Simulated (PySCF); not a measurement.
ammonium (H₄N), SMILES [NH4+], charge +1.

Geometry optimised at B3LYP-D3(BJ)/def2-TZVPD.

The numbers are results of TDDFT-B3LYP/def2-TZVPD (PySCF), not measurements.

Vertical excitations; the highest root listed may be one member of a degenerate set. Isolated molecule, no solvent. State labels are in the subgroup D2.

Question: List the lowest excited states. (Estimate from the structure and the level; the computed values follow.)

Answer: 
```csv
state,symmetry,energy (eV),λ (nm),f,main pairs
S1,B2,14.76,84,0.133,HOMO−1→LUMO (degenerate set)
S2,B3,14.76,84,0.133,HOMO→LUMO (degenerate set)
S3,B1,14.76,84,0.133,HOMO−2→LUMO (degenerate set)
S4,B1,16.64,75,0.000,"HOMO→LUMO+2, HOMO−1→LUMO+3 (degenerate set)"
S5,B2,16.64,75,0.000,"HOMO→LUMO+1, HOMO−2→LUMO+3 (degenerate set)"
S6,B3,16.64,75,0.000,"HOMO−2→LUMO+2, HOMO−1→LUMO+1 (degenerate set)"
S7,A,16.80,74,0.000,"HOMO−2→LUMO+1, HOMO→LUMO+3, HOMO−1→LUMO+2 (degenerate set)"
S8,A,16.80,74,0.000,"HOMO−1→LUMO+2, HOMO→LUMO+3 (degenerate set)"
S9,B2,17.11,72,0.161,"HOMO−2→LUMO+3, HOMO→LUMO+1 (degenerate set)"
S10,B1,17.11,72,0.161,"HOMO−1→LUMO+3, HOMO→LUMO+2 (degenerate set)"
T1,B2,13.88,89,0,HOMO−1→LUMO (degenerate set)
T2,B3,13.88,89,0,HOMO→LUMO (degenerate set)
T3,B1,13.88,89,0,HOMO−2→LUMO (degenerate set)
T4,A,14.87,83,0,"HOMO−2→LUMO+1 30 %, HOMO→LUMO+3 30 %, HOMO−1→LUMO+2 30 %"
```
Triplets are in the Tamm–Dancoff approximation, which puts them higher than full response would, so one can lie above its singlet here.
